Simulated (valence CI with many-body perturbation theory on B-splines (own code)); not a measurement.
A CI+MBPT run for N+

Computed by valence CI with perturbative core correlation (CI+MBPT): four valence electrons over a frozen Dirac-Fock core [He], radial functions for each j: 6 s, 6 p, 5 d, 3 f, 1 g, with the one-electron correlation potential Σ1 (screened to all orders), the two-electron term Σ2, the three-electron term Σ3, Breit, model QED; selected single and double excitations, second order for the rest, scaled by the run's own slope (own B-spline code, finite nucleus).

Command, and the settings that its task file holds:

```sh
python run_cv.py task.json out
```

```
atom N  Z=7  mass_number=14  rms_radius_fm=2.5582
core [He]
valence 2s2 2p2
avg = 1
basis = S
breit = 1
cap = 10000
capref = 1200
cscale = 1
de = 0.0
dress = 0
eps = 2e-08
extrap = 1
h = 0.27
hh = 1
l2 = 3
lcore = 6
maxit = 1
n2 = 5
natural = 1
nlev = 20
nno = [3, 3, 3, 2, 1]
nroot = 26
nsp = [3, 3, 2, 1, 0]
pt2 = 1
qed = 1
rpa = 1
s1 = 1
s2 = 1
s3 = 1
screen = 1
tol = 2e-05
whole = 1
```

It took 19 s on 1 thread of Arm Neoverse N1 (shared host).

Log. The first blocks belong to the next ion, which gives the ionisation energy. Fields: 2J, parity (1 odd), roots, reference size, generating configurations, candidates as configurations/state functions, variational space P, stored matrix elements, Davidson steps; e2 is the range of second-order energies in hartree. The first line gives the box (bohr), its intervals, the orbitals and the steps of their self-consistent field. Window is the range of levels sought, series limit the energy at which the first omitted orbital would enter, core excitation an estimate of the first excitation out of the core, left out the lowest levels not solved, and shifts from estimates the range by which levels moved from their first estimate, all in cm⁻¹.

```
rmax 28.0 intervals 68 orbitals 36 references ['2s2 2p2', '2s 2p3'] scf 7 t 1.0
2J=1 par=1 roots 2 ref 36 generators 11 cand 687/964 P 716/1000 nnz 0 it 0
2J=1 par=1 roots 2 ref 36 generators 45 cand 1501/2253 P 2217/3253 nnz 1.2e+06 it 1
   second order: generators 90 cand 919/1347 e2 -0.00001 -0.00000
2J=3 par=1 roots 2 ref 55 generators 14 cand 496/944 P 533/999 nnz 0 it 0
2J=3 par=1 roots 2 ref 55 generators 42 cand 1335/2775 P 1868/3774 nnz 1.8e+06 it 1
   second order: generators 77 cand 1840/3838 e2 -0.00001 -0.00001
reference levels 100, estimated 92, window 166519 1/cm; series limit 214283, core excitation 3292777
2J=0 par=0 roots 4 ref 11 generators 33 cand 782/1163 P 2699/4047 nnz 1.1e+06 it 1
2J=0 par=0 roots 4 ref 11 generators 83 cand 3748/6233 P 6447/10280 nnz 4.5e+06 it 1
   second order: generators 174 cand 16106/29603 e2 -0.00010 -0.00006
2J=2 par=0 roots 6 ref 17 generators 59 cand 302/991 P 1244/3510 nnz 1.2e+06 it 1
2J=2 par=0 roots 6 ref 17 generators 139 cand 1832/6480 P 3076/9990 nnz 7e+06 it 1
   second order: generators 237 cand 22558/96313 e2 -0.00078 -0.00036
2J=4 par=0 roots 6 ref 18 generators 52 cand 274/1008 P 1178/3530 nnz 1.4e+06 it 1
2J=4 par=0 roots 6 ref 18 generators 122 cand 1569/6405 P 2747/9935 nnz 7.4e+06 it 1
   second order: generators 229 cand 24329/136427 e2 -0.00128 -0.00059
2J=4 par=1 roots 6 ref 14 generators 47 cand 282/1008 P 1090/3530 nnz 1.5e+06 it 1
2J=4 par=1 roots 6 ref 14 generators 125 cand 1566/6459 P 2656/9989 nnz 7.8e+06 it 1
   second order: generators 257 cand 25126/145664 e2 -0.00138 -0.00015
2J=2 par=1 roots 7 ref 14 generators 61 cand 364/1014 P 1318/3552 nnz 1.4e+06 it 1
2J=2 par=1 roots 7 ref 14 generators 144 cand 1831/6369 P 3149/9921 nnz 6.8e+06 it 1
   second order: generators 293 cand 23999/105756 e2 -0.00118 -0.00041
2J=6 par=1 roots 2 ref 7 generators 22 cand 279/1006 P 1053/3592 nnz 1.5e+06 it 1
2J=6 par=1 roots 2 ref 7 generators 77 cand 1440/6354 P 2493/9946 nnz 8.4e+06 it 1
   second order: generators 149 cand 20947/133202 e2 -0.00064 -0.00053
2J=0 par=1 roots 3 ref 5 generators 29 cand 1108/1699 P 3507/5486 nnz 1.8e+06 it 1
2J=0 par=1 roots 3 ref 5 generators 78 cand 3054/4949 P 6561/10435 nnz 4.7e+06 it 1
   second order: generators 174 cand 16372/30608 e2 -0.00012 -0.00006
2J=6 par=0 roots 2 ref 8 generators 22 cand 315/1278 P 1163/3915 nnz 1.4e+06 it 1
2J=6 par=0 roots 2 ref 8 generators 47 cand 1616/6486 P 2779/10401 nnz 7.9e+06 it 1
   second order: generators 97 cand 15213/97967 e2 -0.00057 -0.00039
left out: unestimated 248620, estimated 186822, shifts from estimates -79 to 2825
operators 0.2
```

The Davidson iterations stopped at their limit. The settings are bad on purpose, so the numbers may not be properties of the ion.

Set against measurement, 26 paired levels are off by 1645 cm⁻¹ on average, the worst by 3220. Among the levels kept, up to 300 cm⁻¹ of a level comes from second order outside the variational space, and about a tenth of that is noise between levels of different J, which matters for small intervals.

* Valence energy: -9.272921 hartree
* Ionisation energy: 29.561 eV (NIST: 29.6013 eV (semi-empirical))
* Reference configurations for the orbitals: 2s2 2p2, 2s 2p3
* Radial orbitals: 36
* Box radius: 28.01 bohr
* Largest variational space: 10435
* Lowest levels: 2s²2p² ³P_0 0.0, 2s²2p² ³P_1 1576, 2s²2p² ³P_2 2042, 2s²2p² ¹D_2 17584, 2s²2p² ¹S_0 33002, 2s2p³ ⁵S°_2 47311, 2s2p³ ³D°_1 93597, 2s2p³ ³D°_2 94174, 2s2p³ ³D°_3 94586, 2s2p³ ³P°_0 109577, 2s2p³ ³P°_1 110823, 2s2p³ ³P°_2 111445, 2s2p³ ¹D°_2 147408, 2s²2p3s ³P°_0 148995 cm⁻¹
